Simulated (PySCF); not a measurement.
**Working out the ionisation energy of Ag²⁺**

Ag²⁺ [Kr] 4d9 (2D) → Ag³⁺ [Kr] 4d8 (3F). Computed with PySCF 2.14 in x2c-TZVPPall with one added diffuse shell each of s, p, d, f type (9s7p7d3f1g, 95 functions), with the spin-free X2C one-electron Hamiltonian (Gaussian nucleus). Frozen: [Kr]. Energies in hartree (1 hartree = 27.21139 eV):

| part | Ag²⁺ (lower) | Ag³⁺ (upper) |
| --- | --- | --- |
| UHF | -5311.854404 | -5310.643202 |
| CCSD correlation | -0.269223 | -0.209617 |
| (T) | -0.006881 | -0.004083 |

Task: What does Hartree-Fock give?

Result: (-5310.643202) − (-5311.854404) = 1.211202 hartree = 32.958 eV.

Task: What do CCSD and CCSD(T) give?

Result: The CCSD correlation energies differ by 0.059606 hartree = 1.622 eV and the triples by 0.002798 hartree = 0.076 eV, so CCSD gives 34.580 eV and CCSD(T) 34.656 eV.

A first-order spin-orbit estimate adds -0.146 eV to CCSD(T) (valence), giving 34.510 eV against 34.8 ± 0.3 eV (semi-empirical (NIST evaluation); NIST Atomic Spectra Database, ionization energies).

What remains against the reference includes basis incompleteness, the frozen core and higher excitations.
